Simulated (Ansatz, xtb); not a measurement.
# Two isomers of C3H10OSi2

Structure X is `[SiH3]C1([SiH3])COC1`, a singlet and structure Y is `[SiH3][C@@H]1CO[C@H]1[SiH3]`, a singlet. Both are isolated molecules in the gas phase, relaxed with r2SCAN-D4/def2-SVP.

X (Å):

```yaml
atoms:
  - { symbol: C, position_ang: [-0.2005, -0.0585, -1.7009] }
  - { symbol: C, position_ang: [0.8664, 0.3416, -0.6354] }
  - { symbol: C, position_ang: [-1.0793, 0.9778, -0.9346] }
  - { symbol: O, position_ang: [-0.0259, 1.2696, -0.0119] }
  - { symbol: Si, position_ang: [0.2387, 0.4539, -3.4653] }
  - { symbol: Si, position_ang: [-0.8054, -1.8425, -1.5603] }
  - { symbol: H, position_ang: [-0.9561, 0.3377, -4.3559] }
  - { symbol: H, position_ang: [1.3332, -0.4104, -4.0033] }
  - { symbol: H, position_ang: [0.7013, 1.8761, -3.4523] }
  - { symbol: H, position_ang: [0.2503, -2.7909, -2.0297] }
  - { symbol: H, position_ang: [-2.0389, -2.0421, -2.3806] }
  - { symbol: H, position_ang: [-1.1202, -2.1327, -0.1272] }
  - { symbol: H, position_ang: [1.7794, 0.8363, -1.0236] }
  - { symbol: H, position_ang: [1.1849, -0.4623, 0.0583] }
  - { symbol: H, position_ang: [-1.9780, 0.5719, -0.4281] }
  - { symbol: H, position_ang: [-1.3896, 1.8725, -1.5109] }
```

Y (Å):

```
atom    x (Å)    y (Å)    z (Å)
   C  -0.0464   1.0418  -0.9658
   C  -0.4083   1.2683   0.5211
   C   0.1538  -0.4367  -0.5183
   O  -0.1109  -0.0921   0.8687
  Si   1.4883   1.9216  -1.6241
  Si  -1.1224  -1.7042  -1.1393
   H   1.8815   1.3471  -2.9467
   H   2.6073   1.7254  -0.6531
   H   1.2291   3.3852  -1.7847
   H  -0.8948   1.1990  -1.6548
   H  -1.4690   1.5257   0.7028
   H   0.2231   1.9810   1.0860
   H   1.1890  -0.8203  -0.6354
   H  -1.0134  -2.9700  -0.3574
   H  -0.8996  -1.9959  -2.5907
   H  -2.4841  -1.1167  -0.9605
```

Task: Estimate which is lower in electronic energy at CCSD(T)/def2-SVP + ΔMP2/def2-TZVPP, and by roughly how much.

Result: The CCSD(T)/def2-SVP + ΔMP2/def2-TZVPP calculation puts structure X lower, by 3.7 kcal/mol.

Level by level:

```
                             level            geometry  E(Y) − E(X) (kcal/mol)  departure from the last row (kcal/mol)  job, with rough time for the two
                          GFN2-xTB            GFN2-xTB                      −1.8                                    −5.5              optimisation, 0.23 s
                         HF/STO-3G            GFN2-xTB                      −1.2                                    −4.8              single point, 0.58 s
      r2SCAN-D4/def2-SVP//GFN2-xTB            GFN2-xTB                      +3.2                                    −0.5               single point, 9.3 s
                r2SCAN-D4/def2-SVP  r2SCAN-D4/def2-SVP                      +3.2                                    −0.5               optimisation, 2 min
                       HF/def2-SVP  r2SCAN-D4/def2-SVP                      +2.9                                    −0.8           part of the CCSD(T) run
                      MP2/def2-SVP  r2SCAN-D4/def2-SVP                      +3.9                                    +0.2           part of the CCSD(T) run
                  CCSD(T)/def2-SVP  r2SCAN-D4/def2-SVP                      +3.3                                    −0.3                      single point
CCSD(T)/def2-SVP + ΔMP2/def2-TZVPP  r2SCAN-D4/def2-SVP                      +3.7                                                       single point, 2 min
```

As drawn, both hold the same kinds of bond in the same numbers.

GFN2-xTB, HF/STO-3G put the two in the other order. The largest departure from CCSD(T)/def2-SVP + ΔMP2/def2-TZVPP is that of GFN2-xTB, 5.5 kcal/mol. The last row adds to CCSD(T) the change of the MP2 difference between the two basis sets, here +0.3 kcal/mol.

With thermal terms from frequencies at re-optimised GFN2-xTB minima (ideal gas, soft modes damped towards free rotors, one conformer each, 298.15 K, 1 atm): on the last row, ΔE + ΔZPE = +3.7, ΔH = +3.7, ΔG = +3.1 kcal/mol.

The correlated steps freeze 14 core orbitals. Mirror images aren't counted in ΔG. Run with Ansatz 0.2.0, xtb 6.7.1; the last row on 2 threads of Arm Neoverse V2 on a shared host.
